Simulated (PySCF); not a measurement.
## How methods differ on the ionisation energy of Dy(47+)

Dy(47+) [Ar] 3d1 (2D) → Dy(48+) [Ar] (1S), as a difference of total energies. Calculation: PySCF 2.14, in an uncontracted even-tempered set (18 s from 10 bohr⁻², ratio 2.5; 12 p from 13 bohr⁻², ratio 2.5; 7 d from 13 bohr⁻², ratio 2.5; 4 f from 45 bohr⁻², ratio 2.7; 3 g from 68 bohr⁻², ratio 2.7); scalar relativity by spin-free X2C-1e. Correlated levels: outer shells: [Ne] frozen; virtual orbitals above 40 to 60 times the deepest correlated orbital energy dropped. The calculations carry no spin-orbit coupling.

```json
{"method": "UHF", "ionisation energy (eV)": "3945.2"}
{"method": "LDA", "ionisation energy (eV)": "3945.8"}
{"method": "PBE", "ionisation energy (eV)": "3947.0"}
{"method": "PBE0", "ionisation energy (eV)": "3946.9"}
{"method": "r2SCAN", "ionisation energy (eV)": "3947.8"}
{"method": "M06-L", "ionisation energy (eV)": "3946.9"}
{"method": "B2PLYP", "ionisation energy (eV)": "3946.6"}
{"method": "MP2 (outer shells)", "ionisation energy (eV)": "3944.8"}
{"method": "SCS-MP2 (outer shells)", "ionisation energy (eV)": "3944.8"}
```

A first-order spin-orbit estimate (lowest level to lowest level, LS coupling) adds 26.798 eV.

Breit and QED terms and the two-electron picture change are absent.

First order in ζ underestimates the shift of j = l − 1/2 levels at high Z.

For comparison: 3970 ± 4 eV (theoretical estimate listed by NIST; NIST Atomic Spectra Database, ionization energies).
